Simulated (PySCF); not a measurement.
Excitation energy of In²⁺ by level of theory

In²⁺ [Kr] 4d10 5s1 (2S) → In²⁺ [Kr] 4d9 5s1 5p1 (high-spin determinant), as a difference of total energies. Calculation: PySCF 2.14, in x2c-QZVPPall with one added diffuse shell each of s, p, d, f type (14s10p8d5f1g, 128 functions); the spin-free X2C one-electron Hamiltonian (Gaussian nucleus). Correlated levels: valence and next inner shell: [Ar] 3d10 frozen. The calculations carry no spin-orbit coupling.

```
                                method  excitation energy (eV)
                                   UHF                  19.649
                                   LDA                  21.081
                                   PBE                  20.851
                                  PBE0                  20.791
                                r2SCAN                  20.741
    MP2 (valence and next inner shell)                  20.956
SCS-MP2 (valence and next inner shell)                  20.868
```

How much does correlation contribute at MP2 (valence and next inner shell)?

20.956 − (19.649) = 1.307 eV, measured against UHF.

A first-order spin-orbit estimate (lowest level to lowest level, LS coupling) adds -0.158 eV.

The determinant of the upper state mixes LS terms, which raises its energy above the lowest term, most at the Hartree-Fock and MP2 levels.
